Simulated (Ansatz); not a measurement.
Input file for Ansatz (a quantum-chemistry and plane-wave program): R-PBE/def2-TZVPPD on C2H10Si (a complex), monomers drawn apart or pushed together. Files ending in .json are basis or fitting sets from the Basis Set Exchange.

Ansatz 0.2 input:
```yaml
crystal:
  periodic: [false, false, false]
  atoms:
    - {symbol: C, position_ang: [-0.08193111, 0.00140635, -0.31312880]}
    - {symbol: H, position_ang: [-1.03739562, -0.09533839, 0.20060159]}
    - {symbol: H, position_ang: [0.30176182, 1.01278211, -0.18486414]}
    - {symbol: H, position_ang: [0.62756166, -0.71108372, 0.10463248]}
    - {symbol: H, position_ang: [-0.21933825, -0.20103873, -1.37433529]}
    - {symbol: C, position_ang: [-0.19061475, 1.26392912, 3.02566845]}
    - {symbol: Si, position_ang: [0.15181101, -0.57633458, 3.14478448]}
    - {symbol: H, position_ang: [-0.31323678, 1.56926422, 1.98571200]}
    - {symbol: H, position_ang: [0.63104814, 1.84073212, 3.45408255]}
    - {symbol: H, position_ang: [-1.10292663, 1.52411065, 3.56552198]}
    - {symbol: H, position_ang: [-0.96391373, -1.35697021, 2.55737712]}
    - {symbol: H, position_ang: [0.30870188, -0.98461362, 4.56260741]}
    - {symbol: H, position_ang: [1.39762248, -0.92680190, 2.42082188]}
basis:
  gaussian:
    orbitals: def2-TZVPPD.json
hamiltonian:
  xc: {name: PBE}
scf: {lower_state_search: off}
```

Output:

```
WARN ansatz: RAYON_NUM_THREADS=1 ignored (pool sized by the plan → 1); use --threads N
Functional definition: PBE
these checks for a lower state are left out or cut short: stability, starts, cluster_reference, orbital_swaps, neighbouring_geometries, increment
integrals: 0.21 GiB planned
1243 factors; their error is unknown
mean field: 1.61 GiB planned
mean field evaluation 1: about -10092.8842 eV, gradient 8.2e1 eV
mean field evaluation 2: about -10073.0534 eV, gradient 1.1e2 eV
mean field evaluation 4: about -10108.1914 eV, gradient 6.5e0 eV
mean field evaluation 8: about -10108.2983 eV, gradient 2.5e-1 eV
mean field evaluation 16: about -10108.2556 eV, gradient 1.9e-4 eV
mean field -10108.25562047 eV, -371.4715424304 hartree, gradient 6.2e-6 eV, S^2 0.000000; 0 other end points of the search recorded, 0 dependent functions left out
reference -10108.25567326 eV, -371.4715443704 hartree; 18, 18 occupied and 274, 274 virtual orbitals, 1243 factors
Total energy: -10108.25567326 eV, -371.4715443704 hartree
Checks for a lower state left out: stability, starts, cluster_reference, orbital_swaps, neighbouring_geometries, increment
```

Self-consistency was reached.

Cost: roughly 4 core-seconds.
